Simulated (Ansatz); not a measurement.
Basis-set extrapolation for C3H2F6, SMILES `FC(F)(F)CC(F)(F)F` (PBE0-D4/def2-TZVP geometry, frozen core, the Gaussian-basis code of Ansatz). Multiplicity 1, RHF reference.

```
                      def2-TZVPP   def2-QZVPP
                 HF  -711.746637  -711.776955
    MP2 correlation    -1.962609    -2.139658
CCSD(T) correlation    -2.041808      not run
```

Energies in hartree. Use E(X) = E(∞) + A·exp(−7.88·√X) for Hartree–Fock and E(X) = E(∞) + B·X^(−2.97) for correlation, with X = 3 and 4, and add CCSD(T) minus MP2 of the smaller set to the MP2 limit.

Q: What is the CCSD(T) energy at the basis-set limit?

A: HF limit: -711.776955 + (-0.030318) × 0.13774 = -711.78113. MP2 limit: -2.139658 + (-0.177049) × 0.74074 = -2.27081. Higher-order term: -2.041808 − (-1.962609) = -0.07920. Total: -714.13114 hartree, 215.0 kcal/mol below CCSD(T)/def2-TZVPP.
